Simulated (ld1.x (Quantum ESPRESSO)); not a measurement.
## Plane-wave convergence, RRKJ potential for C (Z = 6)

```json
{
 "Element": "C",
 "Generator": "ld1.x (Quantum ESPRESSO) 7.5",
 "Type": "norm-conserving RRKJ (Kleinman–Bylander form)",
 "Functional": "PBE",
 "Relativity": "non-relativistic",
 "Frozen core": "[He]",
 "Valence charge": "4",
 "Reference configuration": "2s2 2p2",
 "Partial waves": "2p (bound): rc 1.80 bohr; 3d channel at 0.05 Ry: rc 1.40 bohr; 2s (bound): rc 1.25 bohr",
 "Local potential": "the s channel",
 "Core correction": "a·sin(br)/r model core inside 0.85 bohr"
}
```

The pseudo-atom Hamiltonian at the reference potential is diagonalised in spherical Bessel functions j_l(qr) that vanish at 20 bohr, with q² up to the cutoff. All-electron valence levels (Ry): 2p -0.3887, 2s -1.0098.

Q: How do the lowest levels (Ry) of each channel move with the cutoff, and are there ghosts?

A:

| cutoff (Ry) | p #1 | d #1 | d #2 | s #1 | f #1 | Σ f·Δε (mRy) |
| --- | --- | --- | --- | --- | --- | --- |
| 8 | -0.1812 | 0.0727 | 0.1712 | -0.9298 | 0.1172 | 575.0 |
| 15 | -0.3126 | 0.0727 | 0.1711 | -0.9618 | 0.1172 | 248.3 |
| 30 | -0.3861 | 0.0727 | 0.1711 | -1.0048 | 0.1172 | 15.2 |
| 45 | -0.3887 | 0.0727 | 0.1711 | -1.0079 | 0.1172 | 3.9 |
| 70 | -0.3887 | 0.0727 | 0.1711 | -1.0091 | 0.1172 | 1.4 |
| 100 | -0.3887 | 0.0727 | 0.1711 | -1.0097 | 0.1172 | 0.1 |
| 400 | -0.3887 | 0.0727 | 0.1711 | -1.0098 | 0.1172 | 0.0 |

Result: no extra level below or beside the all-electron valence levels (p, d, s, f tested); 10 mRy is reached at 35 Ry and 1 mRy at 80 Ry.

Its largest configuration-test error is +488 meV.
